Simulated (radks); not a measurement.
Results of a calculation; reference values are marked as such.
Q: Ionisation of the lithium ion Li+, [He], to Li2+, 1s1, under several functionals. Scalar-relativistic Kohn-Sham, spin-polarised, spherical densities, finite nucleus; open shells are filled with parallel spins first; a radial shooting solver on a logarithmic mesh with Libxc functionals. Known Delta-SCF values: exchange-only B88 74.549 eV. What does SOGGA give, and what is its highest occupied eigenvalue?

A: 74.445 eV by Delta-SCF; the 1s eigenvalue is -59.659 eV. NIST: 75.640 eV (theoretical).
